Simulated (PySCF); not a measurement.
## From a computed spectrum to the compound

A species of 10 atoms with charge 3 has these harmonic modes (PBE0, small Gaussian bases with core potentials, PySCF 2.14.0):

```tsv
cm⁻¹	km/mol	symmetry
-11	–	a2
67	0.0	a1
72	3.7	e
72	3.7	e
97	0.1	e
97	0.1	e
370	0.0	a1
387	29.1	e
387	29.1	e
598	0.4	a2
629	123.9	e
629	123.9	e
662	14.7	e
662	14.7	e
683	1133.6	a2
1678	197.6	e
1678	197.6	e
1682	0.0	a1
3600	801.9	e
3600	801.9	e
3616	0.0	a1
3638	25.0	a2
3641	619.2	e
3641	619.2	e
```

Question: Which species is it, and in which structure?

Answer: [La(H2O)3]3+ (singlet):
```xyz
10

La    0.0000    0.0000    0.0000
O     2.4013    0.0000    0.0000
H     3.0168    0.7621    0.1095
H     3.0169   -0.7621   -0.1095
O    -1.2007    2.0796    0.0000
H    -2.1684    2.2316    0.1095
H    -0.8485    2.9937   -0.1095
O    -1.2006   -2.0796    0.0000
H    -0.8484   -2.9937    0.1095
H    -2.1684   -2.2316   -0.1095
```
 Negative wavenumbers this small are taken as noise. 
 Other answers can fit too; this one was computed.
